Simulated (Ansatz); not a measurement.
Input file for Ansatz (a program for electronic structure): R-CCSD(T)/cc-pVDZ on C5H6O (SMILES C=CC(=O)C=C).

Ansatz 0.2 input:
```yaml
crystal:
  periodic: [false, false, false]
  atoms:
    - {symbol: C, position_ang: [-2.06103903, -0.41072451, 0.06641205]}
    - {symbol: C, position_ang: [-1.37645999, 0.64204422, -0.37487605]}
    - {symbol: C, position_ang: [0.09845386, 0.75431835, -0.48681999]}
    - {symbol: O, position_ang: [0.58178140, 1.78954401, -0.91171666]}
    - {symbol: C, position_ang: [0.95503337, -0.39460516, -0.07973909]}
    - {symbol: C, position_ang: [2.27950973, -0.32732759, -0.16766537]}
    - {symbol: H, position_ang: [-1.58498307, -1.32299305, 0.39916020]}
    - {symbol: H, position_ang: [-3.14249603, -0.39217323, 0.10948370]}
    - {symbol: H, position_ang: [-1.89469108, 1.53757355, -0.69925539]}
    - {symbol: H, position_ang: [0.47839827, -1.29167569, 0.29147372]}
    - {symbol: H, position_ang: [2.91112779, -1.15541592, 0.12520465]}
    - {symbol: H, position_ang: [2.75536479, 0.57143499, -0.53971709]}
basis:
  gaussian:
    orbitals: cc-pVDZ
magnetization: {spin_polarized: false}
correlation: {method: ccsd_t, electrons: outside_noble_gas}
scf: {lower_state_search: off}
```

The log:

```
WARN ansatz: RAYON_NUM_THREADS=6 ignored (pool sized by the plan → 6); use --threads N
Functional definition: HF
these checks for a lower state are left out or cut short: stability, starts, cluster_reference, orbital_swaps, neighbouring_geometries, increment
integrals: 0.18 GiB planned
1044 factors; integrals over basis functions are off by at most 1.1e-3 eV
mean field: 0.32 GiB planned
mean field evaluation 1: about -7279.3992 eV, gradient 4.0e1 eV
mean field evaluation 2: about -7279.6618 eV, gradient 4.0e1 eV
mean field evaluation 4: about -7283.5932 eV, gradient 5.7e0 eV
mean field evaluation 8: about -7283.7036 eV, gradient 4.4e-1 eV
mean field evaluation 16: about -7283.7054 eV, gradient 2.7e-6 eV
mean field -7283.70543519 eV, -267.6712376703 hartree, gradient 2.7e-6 eV, S^2 0.000000; 0 other end points of the search recorded, 0 dependent functions left out
6 core orbitals not correlated
reference -7283.70543519 eV, -267.6712376703 hartree; 16, 16 occupied and 92, 92 virtual orbitals, 1044 factors
second order -22.64876480 eV of doubles, -0.00000000 eV of singles
coupled cluster: 0.64 GiB planned
cycle   1  -23.11861815 eV  change   -4.7e-1 eV  update   1.3e-1
cycle   2  -23.78276450 eV  change   -6.6e-1 eV  update   4.3e-2
cycle   3  -23.99380526 eV  change   -2.1e-1 eV  update   2.4e-2
cycle   4  -23.99302244 eV  change    7.8e-4 eV  update   6.9e-3
cycle   5  -23.99278884 eV  change    2.3e-4 eV  update   3.6e-3
cycle   6  -23.99427886 eV  change   -1.5e-3 eV  update   1.2e-3
cycle   7  -23.99389295 eV  change    3.9e-4 eV  update   5.7e-4
cycle   8  -23.99384320 eV  change    5.0e-5 eV  update   1.6e-4
cycle   9  -23.99386148 eV  change   -1.8e-5 eV  update   6.0e-5
cycle  10  -23.99385633 eV  change    5.1e-6 eV  update   1.8e-5
perturbative correction -0.91817028 eV, -0.0337421355 hartree
Total energy: -7308.61746180 eV, -268.5867377623 hartree
Checks for a lower state left out: stability, starts, cluster_reference, orbital_swaps, neighbouring_geometries, increment
```

The calculation finished and met its thresholds.

Cost: very roughly 27 core-seconds.
